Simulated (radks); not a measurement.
Ge III, configuration [Ar] 3d10 4s2.

Method: Dirac Kohn-Sham, exchange-only B88, spin-unpolarised, spherical densities, finite nucleus; Fermi nuclear charge, rms radius 4.0742 fm; computed with a radial shooting solver on a logarithmic mesh with Libxc functionals.

Energy parts (eV):
| part | energy |
|---|---|
| total | -57062.384 |
| kinetic | 58308.962 |
| electron-nucleus | -137186.130 |
| Hartree | 23937.314 |
| exchange | -2122.529 |

Orbitals (lengths in bohr, moments of r in powers of bohr):
orbital  occ.  eigenvalue (eV)     <r^2>       <r^4>  small-component weight
1s1/2       2        -10979.70  0.002973  0.00002274                1.34e-02
2s1/2       2        -1390.266   0.05198    0.004690                2.59e-03
2p1/2       2        -1238.996   0.04033    0.003291                2.59e-03
2p3/2       4        -1207.092   0.04182    0.003514                2.53e-03
3s1/2       2        -186.9027    0.4497      0.3269                5.95e-04
3p1/2       2        -137.0417    0.4822      0.4048                5.45e-04
3p3/2       4        -132.7554    0.4985      0.4327                5.31e-04
3d3/2       4         -48.2660    0.6812       1.124                4.01e-04
3d5/2       6         -47.6781    0.6911       1.158                3.97e-04
4s1/2       2         -28.4294     4.334       29.51                7.82e-05

The highest occupied level is 4s1/2 at -28.429 eV. Summed over all electrons, <r^2> = 19.75 bohr^2, which gives a Langevin (diamagnetic) susceptibility term of -15.6 x 10^-6 cm^3/mol. The density falls to 0.001 e/bohr^3 at r = 3.42 bohr. For comparison, the ionisation energy in NIST's Atomic Spectra Database is 34.058 eV (measured). In exact Kohn-Sham theory the highest level is minus the ionisation energy, but local and semilocal functionals leave it too shallow, through self-interaction and a potential that decays too fast; potentials with the right tail come closer. The electron density at the nucleus is 3.174e+04 e/bohr^3.
